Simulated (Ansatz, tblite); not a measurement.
Species of one formula, C6H15B (singlet), each relaxed with PBE-D4/def2-SVP in Ansatz.

The xTB rows come from tblite. Correlated methods freeze 7 core orbitals.

Other spin states weren't relaxed.

A: BEt3 (C6H15B)

B: BMe2(iBu) (C6H15B)

C: BMe2(tBu) (C6H15B)

Estimate their order by electronic energy at ωB97X-V/def2-TZVP, counted from the lowest.

B (0.00) < C (0.02) < A (0.22), in eV. Gaps under about 2 kJ/mol are ties within the noise of geometry and basis.

Do the other levels pick the same lowest one?

Not MP2/def2-SVP, MP2/def2-TZVP. Energies above each level's lowest (eV):

| level | A | B | C |
| --- | --- | --- | --- |
| GFN1-xTB | 0.23 | 0.00 | 0.06 |
| GFN2-xTB | 0.28 | 0.00 | 0.06 |
| HF/def2-SVP | 0.17 | 0.00 | 0.11 |
| HF/def2-TZVP | 0.16 | 0.00 | 0.11 |
| PBE-D4/def2-SVP | 0.21 | 0.00 | 0.03 |
| PBE-D4/def2-TZVP | 0.20 | 0.00 | 0.02 |
| r2SCAN-D4/def2-TZVP | 0.24 | 0.00 | 0.01 |
| PBE0-D4/def2-SVP | 0.21 | 0.00 | 0.04 |
| PBE0-D4/def2-TZVP | 0.20 | 0.00 | 0.02 |
| CAM-B3LYP-D4/def2-TZVP | 0.22 | 0.00 | 0.03 |
| ωB97X-V/def2-TZVP | 0.22 | 0.00 | 0.02 |
| MP2/def2-SVP | 0.25 | 0.01 | 0.00 |
| MP2/def2-TZVP | 0.29 | 0.04 | 0.00 |
| CCSD/def2-SVP | 0.22 | 0.00 | 0.03 |
| CCSD(T)/def2-SVP | 0.23 | 0.00 | 0.01 |
Point groups (tolerance 0.1 Å): A not assigned, B not assigned, C Cs.
